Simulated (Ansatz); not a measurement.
```yaml
crystal:
  periodic: [false, false, false]
  atoms:
    - {symbol: O, position_ang: [-0.834289, 0.450488, 0.977963]}
    - {symbol: Si, position_ang: [0.211545, 0.078450, -0.205389]}
    - {symbol: S, position_ang: [1.554542, -1.460874, 0.295932]}
    - {symbol: Cl, position_ang: [-0.723825, -0.679707, -1.855008]}
    - {symbol: Cl, position_ang: [1.113246, 1.830558, -0.669901]}
    - {symbol: H, position_ang: [-1.279120, -0.282815, 1.410203]}
basis:
  gaussian: {orbitals: def2-mTZVP, nuclear_model: gaussian}
total_charge: -1
hamiltonian: {xc: {name: B3LYP}}
output: {forces: true}
```

```sh
$ ansatz run in.yaml --threads 4 --pin off --events-out ev --progress --plain --max-ram 10444MiB
```

It prints (some lines left out):

```
Functional definition: B3LYP
990 factors; integrals over basis functions are off by at most 9.4e-4 eV
mean field evaluation 1: about -45827.7277 eV, gradient 4.3e1 eV
mean field evaluation 2: about -45820.4873 eV, gradient 7.2e1 eV
mean field evaluation 4: about -45831.5686 eV, gradient 2.4e0 eV
mean field evaluation 8: about -45831.6480 eV, gradient 1.9e-1 eV
mean field evaluation 16: about -45831.6480 eV, gradient 5.1e-5 eV
mean field -45831.64804849 eV, -1684.2819999753 hartree, gradient 5.0e-5 eV, S^2 0.000000; 0 other end points of the search recorded, 0 dependent functions left out
reference -45831.64830539 eV, -1684.2820094161 hartree; 37, 37 occupied and 78, 78 virtual orbitals, 990 factors
Total energy: -45831.64830539 eV, -1684.2820094161 hartree
Atom 0 at    -0.834289     0.450488     0.977963 Å, force    -1.309078     1.119159     0.497818 eV/Å
Atom 1 at     0.211545     0.078450    -0.205389 Å, force     2.781872    -3.575426     1.362861 eV/Å
Atom 2 at     1.554542    -1.460874     0.295932 Å, force    -0.530463     0.942155     0.105092 eV/Å
Atom 3 at    -0.723825    -0.679707    -1.855008 Å, force    -1.370786     0.184015    -1.475499 eV/Å
Atom 4 at     1.113246     1.830558    -0.669901 Å, force     0.258372     1.596763    -0.472528 eV/Å
Atom 5 at    -1.279120    -0.282815     1.410203 Å, force     0.170084    -0.266666    -0.017744 eV/Å
Dipole moment:    -0.779571     0.584959    -0.170043 e Å
```

It took 1.4 s on 4 threads of an Arm Neoverse V2 on a shared host, with 0.42 GiB of host memory at the peak.
